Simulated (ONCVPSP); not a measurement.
**An all-electron radial function and its pseudo partner (Rh (Z = 45))**

Columns: radius, all-electron u(r) and pseudo u(r) of the 4p shell (level -58.32 eV) of rhodium in the configuration [Ar] 3d10 4s2 4p6 4d8; LDA (Perdew-Zunger), scalar-relativistic, ONCV scheme, ONCVPSP 4.0.1.

```json
{"r (bohr)": "0.110", "all-electron": "0.2554", "pseudo": "0.0392"}
{"r (bohr)": "0.220", "all-electron": "-0.4535", "pseudo": "0.1501"}
{"r (bohr)": "0.330", "all-electron": "-0.5428", "pseudo": "0.3144"}
{"r (bohr)": "0.440", "all-electron": "-0.1476", "pseudo": "0.5057"}
{"r (bohr)": "0.550", "all-electron": "0.3435", "pseudo": "0.6953"}
{"r (bohr)": "0.660", "all-electron": "0.7348", "pseudo": "0.8573"}
{"r (bohr)": "0.770", "all-electron": "0.9754", "pseudo": "0.9730"}
{"r (bohr)": "0.880", "all-electron": "1.0814", "pseudo": "1.0334"}
{"r (bohr)": "0.990", "all-electron": "1.0886", "pseudo": "1.0391"}
{"r (bohr)": "1.100", "all-electron": "1.0330", "pseudo": "0.9983"}
{"r (bohr)": "1.210", "all-electron": "0.9429", "pseudo": "0.9239"}
{"r (bohr)": "1.320", "all-electron": "0.8378", "pseudo": "0.8296"}
{"r (bohr)": "1.430", "all-electron": "0.7303", "pseudo": "0.7276"}
{"r (bohr)": "1.540", "all-electron": "0.6276", "pseudo": "0.6270"}
{"r (bohr)": "1.650", "all-electron": "0.5336", "pseudo": "0.5335"}
{"r (bohr)": "1.760", "all-electron": "0.4499", "pseudo": "0.4498"}
{"r (bohr)": "1.870", "all-electron": "0.3769", "pseudo": "0.3768"}
{"r (bohr)": "1.980", "all-electron": "0.3141", "pseudo": "0.3140"}
{"r (bohr)": "2.090", "all-electron": "0.2607", "pseudo": "0.2606"}
{"r (bohr)": "2.200", "all-electron": "0.2155", "pseudo": "0.2155"}
{"r (bohr)": "2.310", "all-electron": "0.1777", "pseudo": "0.1777"}
{"r (bohr)": "2.420", "all-electron": "0.1461", "pseudo": "0.1461"}
{"r (bohr)": "2.530", "all-electron": "0.1199", "pseudo": "0.1199"}
{"r (bohr)": "2.640", "all-electron": "0.0982", "pseudo": "0.0982"}
{"r (bohr)": "2.750", "all-electron": "0.0803", "pseudo": "0.0803"}
{"r (bohr)": "2.860", "all-electron": "0.0656", "pseudo": "0.0655"}
```

How many radial nodes do the two functions have?

The all-electron 4p function has n − l − 1 = 2; the pseudo-wave has 0, since the states of the same l below it are removed with the core.

At about which radius was the pseudo-wave matched?

1.80 bohr. The columns agree to 0.0005 from 1.65 bohr on; several derivatives are matched, so the curves merge somewhat inside the radius.

Is the pseudo-wave norm-conserving?

Yes: the ONCV scheme keeps the norm inside the radius equal to the all-electron one, which fixes the energy derivative of the logarithmic derivative at the level.
